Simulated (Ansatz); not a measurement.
Consider the atomization: `C=C1O[SiH]1N` → 2 C• + 5 H• + N• + O• + Si•.

Gas-phase electronic energies from Ansatz, PBE0-D4/def2-TZVP geometries. CBS: MP2 limit from def2 TZ/QZ plus the TZ coupled-cluster correction, frozen cores. This one scheme is used for every species, atoms too. For atomizations the MP2-based limit and the directly extrapolated one differ by several kJ/mol either way, and by 10 to 25 for some Ge, Se and Sn compounds, so smaller differences from it don't rank the levels. No spin–orbit coupling; open shells (•) take unrestricted orbitals. Spin–orbit coupling would lower the free atoms: a little for C, O, Si. Each species was taken in one conformer, which may not be the lowest.

| species | CCSD/def2-SVP energy (Eh) |
| --- | --- |
| `C=C1O[SiH]1N` | -497.36204 |
| C• | -37.71440 |
| H• | -0.49928 |
| N• | -54.42100 |
| O• | -74.83664 |
| Si• | -288.81458 |

(1) Work out ΔE.

(2) What do rigid-rotor, harmonic-oscillator terms from PBE0-D4/def2-TZVP frequencies (298.15 K, 1 bar) make of the CCSD(T)/CBS value? (Best estimate.)

Largest T1 diagnostic among the species: 0.014.

## Answers

(1) ΔE = 5 × (-0.49928) + 2 × (-37.71440) + (-54.42100) + (-74.83664) + (-288.81458) − (-497.36204) = 1.36462 Eh = +37.13 eV. CCSD(T)/CBS gives +40.72 eV.

(2) The calculation gave: ΔZPE = -1.91 eV, ΔH = +39.25 eV, ΔS = 1051 J/(mol·K), ΔG = +36.00 eV. Open shells count their whole term as degenerate.

In def2-TZVPP, CCSD(T) changes the Hartree–Fock value by +11.38 eV (the triples alone add +0.79 eV) and MP2 by +12.36 eV; breaking electron pairs costs correlation energy, which Hartree–Fock lacks. At CCSD(T), def2-SVP lies −3.03 eV from the extrapolated value and def2-TZVPP −1.30 eV: correlation converges slowly with the basis, and small sets miss more of it in the bonded molecule than in its fragments. Leaving LDA and LC-ωPBE aside and taking each functional with its dispersion term where it has one, the values, not all of them listed here, spread over 2.77 eV, from BHLYP-D4 to PBE-D4. LDA lies +5.57 eV from PBE without D4, its usual overbinding.
